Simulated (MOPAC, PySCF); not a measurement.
C$_{3}$H$_{7}$ClSi, SMILES `Cl[SiH2]C1CC1` (Cl–Si–C–C torsion 83°), neutral singlet in the gas phase. 

Z-matrix (Å, degrees):
```
C
H 1 1.0855
C 1 1.5076 2 115.57
H 3 1.0827 1 117.16 2 -3.21
H 3 1.0841 4 114.24 1 144.42
C 3 1.4876 4 118.27 5 146.02
H 6 1.0827 3 118.48 4 0.20
H 6 1.0843 7 114.19 3 146.08
Si 1 1.8389 2 116.46 3 -148.41
H 9 1.4830 1 112.36 2 -55.07
H 9 1.4852 10 110.18 1 121.44
Cl 9 2.0622 10 106.74 11 116.64
```
Charge 0, multiplicity 1.

All levels are single points at this geometry (PBE0-D4/def2-TZVP); Pople sets use spherical d functions. Orbital energies aren't observables, and empty levels follow the basis.

HF/3-21G in PySCF gives gap (eV) = 15.37.

Question: Estimate the gap (eV) from each of these levels: PBE-D3(BJ)/def2-TZVP in PySCF; PBE0-D4/def2-TZVP in PySCF; B3LYP/LANL2DZ in PySCF; SVWN5/6-31G* in PySCF; PM3 in MOPAC.

Answer: 
| level | gap (eV) |
|---|---|
| PBE-D3(BJ)/def2-TZVP in PySCF | 6.64 |
| PBE0-D4/def2-TZVP in PySCF | 8.82 |
| B3LYP/LANL2DZ in PySCF | 8.44 |
| SVWN5/6-31G* in PySCF | 6.48 |
| PM3 in MOPAC | 9.91 |
